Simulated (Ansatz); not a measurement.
Computed with r2SCAN-D4/def2-SVP run with Ansatz (a first-principles code). No frequencies were computed at this level.

Ansatz 0.2 input:
```yaml
crystal:
  periodic: [false, false, false]
  atoms:
    - { symbol: B, position_ang: [3.665748, -0.790099, -0.1479] }
    - { symbol: C, position_ang: [2.172949, -0.473148, -0.086274] }
    - { symbol: C, position_ang: [1.572365, 0.731916, 0.166634] }
    - { symbol: C, position_ang: [0.155825, 0.70251, 0.151993] }
    - { symbol: C, position_ang: [-0.754654, 1.743895, 0.366457] }
    - { symbol: C, position_ang: [-2.106305, 1.490568, 0.302761] }
    - { symbol: C, position_ang: [-2.583739, 0.210517, 0.028256] }
    - { symbol: C, position_ang: [-1.705463, -0.844148, -0.188575] }
    - { symbol: C, position_ang: [-2.195241, -2.139697, -0.46598] }
    - { symbol: N, position_ang: [-2.599827, -3.188531, -0.690401] }
    - { symbol: C, position_ang: [-0.327719, -0.595087, -0.126421] }
    - { symbol: S, position_ang: [0.959024, -1.723109, -0.357836] }
    - { symbol: H, position_ang: [4.432005, 0.071561, 0.038678] }
    - { symbol: H, position_ang: [4.024662, -1.876772, -0.378832] }
    - { symbol: H, position_ang: [2.135768, 1.627983, 0.360432] }
    - { symbol: H, position_ang: [-0.385562, 2.735789, 0.579243] }
    - { symbol: H, position_ang: [-2.813238, 2.28959, 0.466459] }
    - { symbol: H, position_ang: [-3.646599, 0.026261, -0.018694] }
basis:
  gaussian: { orbitals: def2-svp }
hamiltonian:
  xc: r2scan
  dispersion: d4
relax:
  max_steps: 150
```

Output:

```
Functional definition: r2SCAN
2301 factors; their error is unknown
mean field evaluation 1: about -22394.1163 eV, gradient 8.0e1 eV
mean field evaluation 2: about -22352.0383 eV, gradient 1.5e2 eV
mean field evaluation 4: about -22410.1945 eV, gradient 2.8e1 eV
mean field evaluation 8: about -22412.1812 eV, gradient 4.1e-1 eV
mean field evaluation 16: about -22412.0611 eV, gradient 2.1e-3 eV
mean field -22412.06110242 eV, -823.6280540733 hartree, gradient 6.8e-5 eV, S^2 0.000000; 0 other end points of the search recorded, 0 dependent functions left out
reference -22412.06111477 eV, -823.6280545273 hartree; 44, 44 occupied and 158, 158 virtual orbitals, 2301 factors
relax step   1: F+E_penalty+E_count = -22412.24844231 eV  Δ(F+E_penalty+E_count) = +0.000e0 eV  max|allowed force component| = 2.259e0 eV/Å  Δτ_max = 0.0000 Å  (34 SCF iters, accepted)
these checks for a lower state are left out or cut short: starts, cluster_reference, orbital_swaps, neighbouring_geometries, increment
2301 factors; their error is unknown
mean field -22412.17100661 eV, -823.6320929778 hartree, gradient 1.4e-5 eV, S^2 0.000000; 0 other end points of the search recorded, 0 dependent functions left out
reference -22412.17101902 eV, -823.6320934339 hartree; 44, 44 occupied and 158, 158 virtual orbitals, 2301 factors
relax step   2: F+E_penalty+E_count = -22412.35738963 eV  Δ(F+E_penalty+E_count) = -1.089e-1 eV  max|allowed force component| = 2.957e-1 eV/Å  Δτ_max = 0.0422 Å  (36 SCF iters, accepted)
these checks for a lower state are left out or cut short: starts, cluster_reference, orbital_swaps, neighbouring_geometries, increment
2301 factors; their error is unknown
mean field evaluation 32: about -22412.1785 eV, gradient 4.2e-1 eV
mean field -22412.17886668 eV, -823.6323818299 hartree, gradient 1.5e-5 eV, S^2 0.000000; 0 other end points of the search recorded, 0 dependent functions left out
reference -22412.17887911 eV, -823.6323822869 hartree; 44, 44 occupied and 158, 158 virtual orbitals, 2301 factors
relax step   3: F+E_penalty+E_count = -22412.36496306 eV  Δ(F+E_penalty+E_count) = -7.573e-3 eV  max|allowed force component| = 5.677e-2 eV/Å  Δτ_max = 0.0159 Å  (37 SCF iters, accepted)
these checks for a lower state are left out or cut short: starts, cluster_reference, orbital_swaps, neighbouring_geometries, increment
2301 factors; their error is unknown
mean field -22412.17896936 eV, -823.6323856033 hartree, gradient 1.5e-5 eV, S^2 0.000000; 0 other end points of the search recorded, 0 dependent functions left out
reference -22412.17898179 eV, -823.6323860603 hartree; 44, 44 occupied and 158, 158 virtual orbitals, 2301 factors
relax step   4: F+E_penalty+E_count = -22412.36507311 eV  Δ(F+E_penalty+E_count) = -1.101e-4 eV  max|allowed force component| = 3.280e-2 eV/Å  Δτ_max = 0.0054 Å  (38 SCF iters, accepted)
these checks for a lower state are left out or cut short: starts, cluster_reference, orbital_swaps, neighbouring_geometries, increment
2301 factors; their error is unknown
mean field -22412.17909903 eV, -823.6323903688 hartree, gradient 1.5e-5 eV, S^2 0.000000; 0 other end points of the search recorded, 0 dependent functions left out
reference -22412.17911147 eV, -823.6323908257 hartree; 44, 44 occupied and 158, 158 virtual orbitals, 2301 factors
relax step   5: F+E_penalty+E_count = -22412.36521971 eV  Δ(F+E_penalty+E_count) = -1.466e-4 eV  max|allowed force component| = 2.033e-2 eV/Å  Δτ_max = 0.0033 Å  (37 SCF iters, accepted)
these checks for a lower state are left out or cut short: starts, cluster_reference, orbital_swaps, neighbouring_geometries, increment
2301 factors; their error is unknown
mean field -22412.17912596 eV, -823.6323913585 hartree, gradient 1.5e-5 eV, S^2 0.000000; 0 other end points of the search recorded, 0 dependent functions left out
reference -22412.17913840 eV, -823.6323918154 hartree; 44, 44 occupied and 158, 158 virtual orbitals, 2301 factors
relax step   6: F+E_penalty+E_count = -22412.36525457 eV  Δ(F+E_penalty+E_count) = -3.486e-5 eV  max|allowed force component| = 2.292e-2 eV/Å  Δτ_max = 0.0054 Å  (37 SCF iters, accepted)
these checks for a lower state are left out or cut short: starts, cluster_reference, orbital_swaps, neighbouring_geometries, increment
2301 factors; their error is unknown
mean field evaluation 64: about -22412.1792 eV, gradient 1.5e-5 eV
mean field -22412.17915572 eV, -823.6323924519 hartree, gradient 1.5e-5 eV, S^2 0.000000; 0 other end points of the search recorded, 0 dependent functions left out
reference -22412.17916815 eV, -823.6323929089 hartree; 44, 44 occupied and 158, 158 virtual orbitals, 2301 factors
relax step   7: F+E_penalty+E_count = -22412.36530941 eV  Δ(F+E_penalty+E_count) = -5.483e-5 eV  max|allowed force component| = 3.973e-3 eV/Å  Δτ_max = 0.0047 Å  (38 SCF iters, accepted)
2301 factors; their error is unknown
mean field -22412.17915572 eV, -823.6323924519 hartree, gradient 2.0e-5 eV, S^2 0.000000; 1 other end points of the search recorded, 0 dependent functions left out
reference -22412.17916815 eV, -823.6323929089 hartree; 44, 44 occupied and 158, 158 virtual orbitals, 2301 factors
Total energy: -22412.36532184 eV, -823.6392339308 hartree
Atom 0 at     3.671077    -0.806574    -0.149591 Å, force     0.000083     0.002982    -0.003022 eV/Å
Atom 1 at     2.178129    -0.483323    -0.089884 Å, force     0.003453     0.001348     0.002985 eV/Å
Atom 2 at     1.584621     0.742633     0.166930 Å, force     0.003083    -0.003242    -0.001284 eV/Å
Atom 3 at     0.159955     0.715099     0.152698 Å, force    -0.001216     0.000208    -0.000142 eV/Å
Atom 4 at    -0.760857     1.764329     0.369913 Å, force     0.001765    -0.000221    -0.000231 eV/Å
Atom 5 at    -2.123547     1.508031     0.307498 Å, force    -0.001160    -0.001964    -0.000337 eV/Å
Atom 6 at    -2.602597     0.214492     0.030258 Å, force    -0.000227     0.001718     0.000405 eV/Å
Atom 7 at    -1.719156    -0.850375    -0.190484 Å, force    -0.002657    -0.001395    -0.000258 eV/Å
Atom 8 at    -2.205820    -2.163184    -0.471751 Å, force    -0.000118     0.001838     0.000381 eV/Å
Atom 9 at    -2.593740    -3.238085    -0.701939 Å, force     0.002121    -0.000834    -0.000224 eV/Å
Atom 10 at    -0.328107    -0.596015    -0.128400 Å, force    -0.003973    -0.000064     0.000784 eV/Å
Atom 11 at     0.958681    -1.724159    -0.360080 Å, force    -0.000252     0.000882    -0.001011 eV/Å
Atom 12 at     4.458380     0.088029     0.044675 Å, force     0.000966    -0.001890     0.000670 eV/Å
Atom 13 at     4.058911    -1.924031    -0.385123 Å, force    -0.001221    -0.000453     0.001253 eV/Å
Atom 14 at     2.173566     1.642411     0.361405 Å, force    -0.000446     0.001125     0.000043 eV/Å
Atom 15 at    -0.391749     2.770998     0.585658 Å, force     0.000584     0.000004     0.000065 eV/Å
Atom 16 at    -2.840382     2.315832     0.474659 Å, force    -0.000225    -0.000151    -0.000007 eV/Å
Atom 17 at    -3.677367     0.023890    -0.016440 Å, force    -0.000559     0.000108    -0.000070 eV/Å
Dipole moment:     0.040755     1.022371     0.217255 e Å
```

Cost: about 2.0 core-minutes (a rough figure).
